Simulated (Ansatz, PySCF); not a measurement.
The pair A = HCl (SMILES Cl) (first 2 atoms), B = CHN (SMILES C#N); geometry from B3LYP-D3(BJ)/def2-TZVP.
(charge 0, multiplicity 1):
```xyz
5

Cl    -0.3407    -1.5326    -0.6312
H     -0.2715    -0.8022     0.4350
C     -0.1028     0.9955     3.0502
N     -0.1631     0.3470     2.1099
H     -0.0464     1.6001     3.9279
```

Frozen-core correlation. CBS(a, b) extrapolates the correlation energy as X⁻³ and adds the Hartree–Fock energy of set b. MP2 and its Hartree–Fock in aug-cc-pV(Q+d)Z are density fitted.

Codes used: Ansatz (a first-principles code) with Gaussian orbitals; PySCF for the dispersion terms. 

The monomers are drawn apart, rigid, along the line of their centres of mass. Counterpoise-corrected interaction energies (kcal/mol):

| level | R = 4.697 Å | R = 5.511 Å |
|---|---|---|
| PBE/def2-TZVPPD | -2.6674 | -1.3136 |
| PBE-D3(BJ)/def2-TZVPPD | -2.9521 | -1.4309 |
| wB97M-V/def2-TZVPPD | -2.7272 | -1.3807 |
| MP2/CBS(aug-cc-pV(T+d)Z, aug-cc-pV(Q+d)Z) + ΔCCSD(T)/aug-cc-pV(T+d)Z | -2.8421 | -1.4083 |

R is the distance of the centres of mass. Find the local exponent m of E ∝ R⁻ᵐ between the two points.


m = ln(E₁/E₂)/ln(R₂/R₁): PBE/def2-TZVPPD 4.4; PBE-D3(BJ)/def2-TZVPPD 4.5; wB97M-V/def2-TZVPPD 4.3; MP2/CBS(aug-cc-pV(T+d)Z, aug-cc-pV(Q+d)Z) + ΔCCSD(T)/aug-cc-pV(T+d)Z 4.4. For scale, two fixed dipoles give m = 3, dipole and quadrupole 4, quadrupoles 5, and dispersion or dipole-induced dipole 6 at long range; at these distances several terms mix, and what is left of overlap and damping shifts m, so it need not match one of them.
